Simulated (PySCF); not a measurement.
# [Ce(OH)3]+ at several levels of theory

Computed with PySCF 2.14.0 (density fitting, no spin-orbit coupling) at the geometry relaxed with PBE0:

```xyz
7
[Ce(OH)3]+ (singlet)
Ce    0.0000    0.0000   -0.7211
O     1.8548    0.0000    0.0239
H     2.6626    0.0000    0.5535
O    -0.9274    1.6063    0.0239
H    -1.3313    2.3059    0.5535
O    -0.9274   -1.6063    0.0239
H    -1.3313   -2.3059    0.5535
```

```
level                                                 basis    state  HOMO (eV)  gap (eV)  charge on Ce1 (e)  population of f-type functions on Ce1 (polarisation alone where 4f lies in the core)  dipole about the centre of mass (D)  largest force component (eV/Å)
 PBE0     Ce lcecp-2-SVP with ECP46, O def2-SVP, H def2-SVP  singlet          –         –               1.67                                                                                  0.19                                 1.41                            0.01
 BP86                                              the same  singlet          –         –               1.48                                                                                  0.19                                 1.07                            0.71
 PBE0  Ce lcecp-2-TZVP with ECP46, O def2-TZVP, H def2-TZVP  singlet          –         –               1.96                                                                                  0.21                                 1.58                            0.37
```

In the lcecp rows the 4f levels are missing from HOMO and gap, and the state counts the valence alone.

Charges are Mulliken's, which hang on the basis. The relaxation used the grid (50, 194), these runs (75, 302) or, all-electron (x2c bases, spin-free X2C Hamiltonian), (99, 590).

Task: What does PBE with Ce lcecp-2-SVP with ECP46, O def2-SVP, H def2-SVP give here?

Result: state singlet, charge on Ce1 (e) 1.46, population of f-type functions on Ce1 (polarisation alone where 4f lies in the core) 0.19, dipole about the centre of mass (D) 1.04, largest force component (eV/Å) 0.63. Time: 4.6 s on 2 threads of Arm Neoverse V1 (shared host), from an already converged density.
